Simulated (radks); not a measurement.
The numbers below are computed, except where a source is named.
Q: The table gives one normalised radial function P(r) = r R(r) (large component) of Pm+ in [Kr] 4d10 4f5 5s1.75 5p6 6s1 7s0.25 (r in bohr). Level of theory: Dirac Kohn-Sham, PBE, spin-unpolarised, spherical densities, point nucleus; open shells fill j = l - 1/2 first (a radial shooting solver on a logarithmic mesh with Libxc functionals).

r	P
0.001141	0.0426
0.001583	0.0555
0.002216	0.0718
0.003076	0.0907
0.004269	0.1117
0.005927	0.1326
0.008294	0.1490
0.01151	0.1518
0.01598	0.1302
0.02219	0.0716
0.03105	-0.0315
0.0431	-0.1548
0.05983	-0.2402
0.08305	-0.1968
0.1162	0.0292
0.1613	0.2988
0.224	0.3127
0.3109	-0.0824
0.4351	-0.5064
0.6039	-0.3115
0.8384	0.4257
1.164	0.9553
1.616	0.8530
2.261	0.4112
3.138	0.1104
4.357	0.0146
6.048	0.0007
8.463	0.0000
11.75	0.0000
16.31	0.0000
22.64	0.0000

Which n and l does it have? It may be an empty orbital.

A: n = 5, l = 0: the number of nodes gives n - l - 1 = 4, the rise at small r points to l (this Dirac orbital starts as r^gamma with gamma = sqrt((l + 1)^2 - (Z/c)^2) = 0.90; the j = 1/2 orbital of l + 1 starts with the same power, but with a smaller coefficient, and then steepens), and the extent must fit the shell. The curve is that of 5s1/2. 5s1/2: eigenvalue -49.885 eV, 4 radial nodes at r = 0.0284, 0.112, 0.295, 0.702 bohr, <r> = 1.44 bohr, 90 % of the charge inside 2.07 bohr.
